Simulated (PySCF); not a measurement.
BeFH₂N, SMILES [NH2][Be][F].

Geometry optimised at TPSSh-D3(BJ)/def2-TZVP. One conformer was computed; it need not be the lowest.

Calculation: M06-2X/def2-TZVPD (PySCF).

Isolated molecule, no solvent.

**Question.** Estimate the frontier levels, gap, dipole moment and polarisability. (Estimate from the structure and the level; the computed values follow.)

**Answer.** 
The highest occupied level is -9.01 eV and the lowest empty level comes out as -0.29 eV. The orbital gap comes out as 8.72 eV and the dipole moment comes out as 2.13 D. The quadrupole, principal values (traceless, Buckingham form, about the centre of nuclear charge) is -3.15, -1.46, 4.62 D·Å, the mean static polarisability comes out as 23.4 bohr³ (3.46 Å³) and the polarisability, principal values is 20.3, 22.5, 27.3 bohr³.
